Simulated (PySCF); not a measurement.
A made-up structure of BSiH$_{3}$F$_{2}$, singlet:

F1  (-1.337, 0.484, -1.320)
B2  (-0.337, 0.777, -0.485)
Si3  (0.260, -0.508, 0.353)
F4  (-0.614, -1.858, -0.122)
H5  (0.205, 1.843, -0.246)
H6  (1.772, -0.591, -0.042)
H7  (0.051, -0.147, 1.862)
(Å)

It is relaxed with PBE-D4/def2-SVP and then PBE0-D4/def2-TZVP (PySCF 2.14 with density fitting (its default auxiliary sets; JK sets also for MP2 and CCSD(T))). Atoms count as bonded within 1.22 times the sum of their covalent radii (H–H: 0.88 Å). The end point is not checked to be a true minimum.

(1) Does its bonding change? (Judge from chemistry; the calculation decides.)

## Answers

(1) Computed: No: no bond forms or breaks.

Where it ends: The first stage lowers the energy by 2.06 eV in 11 steps. It ends as BSiH₃F₂ ([F][BH][SiH2][F]):
```
7
angstrom
F -1.3826 0.8161 -1.5156
B -0.4109 0.9597 -0.6360
Si 0.3254 -0.6222 0.4064
F -0.4003 -2.0005 0.0228
H 0.0179 2.0746 -0.4813
H 1.7810 -0.7749 0.1346
H 0.1437 -0.3952 1.8665
```

Labels in which every atom is bracketed show which atoms are joined, not bond orders.

For scale, one of the runs: PBE0-D4/def2-TZVP relaxation, 148 basis functions, launched by `OMP_NUM_THREADS=2 python run.py`. The run took 33 s on 2 CPU threads of an AMD EPYC 7B13 (shared host), with 1.4 GiB of host memory at its peak.
